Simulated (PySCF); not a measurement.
Compound: C7H12NP.
Bonds: C1–C2, C2–C3 (aromatic), C3–N4 (aromatic), N4–C5, C5–C6, C5–C7, N4–C8 (aromatic), C8–P9 (aromatic), C2–P9 (aromatic). Hydrogens: H10, H11, H12 on C1; H13 on C3; H14 on C5; H15, H16, H17 on C6; H18, H19, H20 on C7; H21 on C8.

The same species was optimised twice, with GFN2-xTB and with PBE0-D3(BJ)/def2-SVP (PySCF), and the same property calculations (PySCF, gas phase) were run on both structures.

| coordinate | GFN2-xTB | PBE0-D3(BJ)/def2-SVP | change |
| --- | --- | --- | --- |
| N4–C5 (Å) | 1.449 | 1.464 | +0.015 |
| C3–N4 (Å) | 1.357 | 1.369 | +0.012 |
| C8–P9 (Å) | 1.715 | 1.726 | +0.011 |
| C2–P9 (Å) | 1.773 | 1.783 | +0.010 |
| C2–C3 (Å) | 1.364 | 1.374 | +0.010 |
| N4–C8 (Å) | 1.350 | 1.357 | +0.007 |
| C5–C7 (Å) | 1.529 | 1.523 | -0.006 |
| C5–C6 (Å) | 1.529 | 1.523 | -0.006 |
| C1–C2 (Å) | 1.495 | 1.497 | +0.002 |
| C6–C5–C7 (°) | 111.8 | 112.8 | +1.0 |
| N4–C8–P9 (°) | 114.4 | 113.8 | -0.6 |
| C2–P9–C8 (°) | 88.2 | 88.8 | +0.6 |
| C1–C2–P9 (°) | 124.7 | 125.2 | +0.5 |
| N4–C5–C6 (°) | 110.6 | 111.2 | +0.6 |
| C3–N4–C5 (°) | 124.1 | 123.5 | -0.6 |
| N4–C5–C7 (°) | 110.6 | 111.2 | +0.6 |
| C3–N4–C8 (°) | 112.4 | 112.9 | +0.5 |
| C3–N4–C5–C6 (°) | -62 | -64 | -2 |

Rotational constants: A = 2542, B = 901.1, C = 780.5 MHz (GFN2-xTB) against A = 2514, B = 889.6, C = 770.2 MHz (PBE0-D3(BJ)/def2-SVP). Point groups within 0.08 Å: Cs and Cs.

On the GFN2-xTB structure: HOMO (eV) -6.10 [PBE0/pcSseg-1]; LUMO (eV) 0.05 [PBE0/pcSseg-1]; dipole (D) 3.93 [PBE0/pcSseg-1]; GIAO shielding of C1 (ppm) 168.2 [PBE0/pcSseg-1]; GIAO shielding of C2 (ppm) 33.0 [PBE0/pcSseg-1]; GIAO shielding of C3 (ppm) 60.3 [PBE0/pcSseg-1]; GIAO shielding of N4 (ppm) 49.1 [PBE0/pcSseg-1]; GIAO shielding of C5 (ppm) 128.9 [PBE0/pcSseg-1]; GIAO shielding of C6/C7 (mean) (ppm) 160.6 [PBE0/pcSseg-1]; GIAO shielding of C8 (ppm) 27.7 [PBE0/pcSseg-1]; GIAO shielding of P9 (ppm) 205.0 [PBE0/pcSseg-1].

Question: What do these properties become on the PBE0-D3(BJ)/def2-SVP structure?

Answer: 
```csv
property,level,on GFN2-xTB,on PBE0-D3(BJ)/def2-SVP,change
HOMO (eV),PBE0/pcSseg-1,-6.10,-6.08,+0.02
LUMO (eV),PBE0/pcSseg-1,0.05,0.00,-0.05
dipole (D),PBE0/pcSseg-1,3.93,3.97,+0.04
"energy, GFN2-xTB geometry as zero (kcal/mol)",PBE0/pcSseg-1,0.0,-0.7,-0.7
GIAO shielding of C1 (ppm),PBE0/pcSseg-1,168.2,166.7,-1.5
GIAO shielding of C2 (ppm),PBE0/pcSseg-1,33.0,31.4,-1.6
GIAO shielding of C3 (ppm),PBE0/pcSseg-1,60.3,57.2,-3.1
GIAO shielding of N4 (ppm),PBE0/pcSseg-1,49.1,43.7,-5.4
GIAO shielding of C5 (ppm),PBE0/pcSseg-1,128.9,126.7,-2.2
GIAO shielding of C6/C7 (mean) (ppm),PBE0/pcSseg-1,160.6,159.2,-1.4
GIAO shielding of C8 (ppm),PBE0/pcSseg-1,27.7,24.9,-2.8
GIAO shielding of P9 (ppm),PBE0/pcSseg-1,205.0,196.5,-8.5
```

The heavy atoms differ by 0.017 Å rms after alignment. Among bonds between heavy atoms N4–C5 changes most (+0.015 Å). Changes are differences of the printed values. Neither structure is proved a minimum here.

Conformer computed: `[CH3:1][c:2]1[cH:3][n:4]([CH:5]([CH3:6])[CH3:7])[cH:8][p:9]1`: C3–N4–C5–C6 -64°.
